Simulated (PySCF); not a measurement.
Dipole response of As³⁺ (arsenic, charge +3)

[Ar] 3d10 4s2, closed-shell 1S. Calculation: PySCF 2.14, in aug-cc-pVQZ-PP with ECP10MDF; scalar relativity through the core potential. Coupled (time-dependent) response in atomic units; α is the mean over directions.

```csv
method,mean α (bohr³),C₆ (like pair),S(−4)
UHF,7.722,24.32,29.60
PBE,6.738,20.32,21.95
PBE0,7.001,21.36,23.88
wB97X,6.816,20.55,22.69
B97-3,6.777,20.38,22.35
```

S(−4) is the Cauchy moment in α(ω) = α(0) + S(−4) ω² + …

α(iu) at wB97X:

```json
{"u (hartree)": "0", "α(iu) (bohr³)": "6.816"}
{"u (hartree)": "0.0500", "α(iu) (bohr³)": "6.760"}
{"u (hartree)": "0.100", "α(iu) (bohr³)": "6.597"}
{"u (hartree)": "0.200", "α(iu) (bohr³)": "6.022"}
{"u (hartree)": "0.300", "α(iu) (bohr³)": "5.271"}
{"u (hartree)": "0.500", "α(iu) (bohr³)": "3.816"}
{"u (hartree)": "0.750", "α(iu) (bohr³)": "2.558"}
{"u (hartree)": "1.00", "α(iu) (bohr³)": "1.815"}
{"u (hartree)": "1.50", "α(iu) (bohr³)": "1.075"}
{"u (hartree)": "2.00", "α(iu) (bohr³)": "0.7352"}
{"u (hartree)": "3.00", "α(iu) (bohr³)": "0.4266"}
{"u (hartree)": "5.00", "α(iu) (bohr³)": "0.2046"}
```

For an ion, C₆ is the dispersion term alone; charge-induced terms of lower order in 1/R come first.

Energies and moments cover only the electrons outside the core potential.
